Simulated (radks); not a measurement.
Task: The mean radii <r> (bohr) of the occupied orbitals of an atom or ion are listed with their occupations. Calculated with a radial shooting solver on a logarithmic mesh with Libxc functionals: scalar-relativistic Kohn-Sham, LB94 model potential, spin-polarised, spherical densities, finite nucleus; Fermi nuclear charge, rms radius of each element as measured or else 0.836 A^(1/3) + 0.57 fm.

| orbital | occ. | <r> |
|---|---|---|
| 1s down | 1 | 0.01930 |
| 1s up | 1 | 0.01930 |
| 2s down | 1 | 0.08170 |
| 2s up | 1 | 0.08170 |
| 2p down | 3 | 0.07276 |
| 2p up | 3 | 0.07276 |
| 3s up | 1 | 0.2123 |
| 3s down | 1 | 0.2122 |
| 3p up | 3 | 0.2118 |
| 3p down | 3 | 0.2117 |
| 3d up | 5 | 0.1919 |
| 3d down | 5 | 0.1918 |
| 4s up | 1 | 0.4726 |
| 4s down | 1 | 0.4729 |
| 4p up | 3 | 0.4989 |
| 4p down | 3 | 0.4995 |
| 4d up | 5 | 0.5266 |
| 4d down | 5 | 0.5276 |
| 4f up | 7 | 0.5601 |
| 4f down | 2 | 0.5619 |

Name the element and its charge. Open shells, if any, are filled with parallel spins first.

Result: Z = 71, lutetium, charge +16: Lu16+ in [Kr] 4d10 4f9. The 1s radius gives Z: for a bare nucleus <r> = (2 gamma + 1)/(2Z) with gamma = sqrt(1 - (Z/c)^2), 0.01909 bohr for Z = 71, and screening makes it slightly larger (0.01930 here). The occupations add up to 55, and the charge is Z minus that.
